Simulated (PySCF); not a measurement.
A calculated (MN15, PySCF 2.14, def2-SVP, the non-relativistic Hamiltonian (point nucleus)) atom or ion has these occupied shells.

```json
{"shell": "1s α", "electrons": "1", "orbital energy (eV)": "-3127.4", "rms radius, mean of both spins (bohr)": "0.100"}
{"shell": "1s β", "electrons": "1", "orbital energy (eV)": "-3127.0", "rms radius, mean of both spins (bohr)": "0.100"}
{"shell": "2s α", "electrons": "1", "orbital energy (eV)": "-324.47", "rms radius, mean of both spins (bohr)": "0.456"}
{"shell": "2s β", "electrons": "1", "orbital energy (eV)": "-323.99", "rms radius, mean of both spins (bohr)": "0.456"}
{"shell": "2p α", "electrons": "3", "orbital energy (eV)": "-265.80", "rms radius, mean of both spins (bohr)": "0.419"}
{"shell": "2p β", "electrons": "3", "orbital energy (eV)": "-265.42", "rms radius, mean of both spins (bohr)": "0.419"}
{"shell": "3s α", "electrons": "1", "orbital energy (eV)": "-54.473", "rms radius, mean of both spins (bohr)": "1.45"}
{"shell": "3s β", "electrons": "1", "orbital energy (eV)": "-51.194", "rms radius, mean of both spins (bohr)": "1.45"}
{"shell": "3p α", "electrons": "3", "orbital energy (eV)": "-39.357", "rms radius, mean of both spins (bohr)": "1.61"}
{"shell": "3p β", "electrons": "1", "orbital energy (eV)": "-37.139", "rms radius, mean of both spins (bohr)": "1.61"}
```

Q: Name the element and its charge.

A: Ar²⁺ (argon, charge +2), in [Ne] 3s2 3p4, high-spin 3P determinant.
